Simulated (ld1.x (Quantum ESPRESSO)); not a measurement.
## PBE RRKJ dataset for Sn (Z = 50), fully relativistic all-electron reference.

* Element: Sn (Z = 50)
* Generator: ld1.x (Quantum ESPRESSO) 7.5
* Type: norm-conserving RRKJ (Kleinman–Bylander form)
* Functional: PBE
* Relativity: fully relativistic
* Frozen core: [Kr] 4d10
* Valence charge: 4
* Reference configuration: 5s1.75 5p2.25
* Partial waves: 5s (bound): rc 1.75 bohr; 5p (bound): rc 2.30 bohr
* Local potential: the p channel
* Core correction: none

Open shells are filled in proportion to 2j + 1 (rel_dist='average').

Poles of the logarithmic derivatives, all-electron (AE) and pseudo (PS). s: poles at 0.9 (AE) and 0.8, 4.3 (PS) Ry. p1/2: poles at 2.1 (AE) and 2.1 (PS) Ry. p3/2: poles at 2.3 (AE) and 2.1 (PS) Ry. Test radius 2.51 bohr.

- Cutoffs needed: 12 Ry and 30 Ry (the cutoffs (Ry, on a coarse ladder) from which the occupation-weighted sum of valence levels, in a spherical-Bessel basis at the reference potential, stays within 10 and 1 mRy of its value at 400 Ry)
- Ghost test: no extra level below or beside the all-electron valence levels (s, p1/2, p3/2, d, f tested) (spherical-Bessel basis up to 400 Ry, 20 bohr box)
- Largest excitation error: +191 meV (all-electron minus pseudo) for 5s1 5p0, out of 7 test configurations
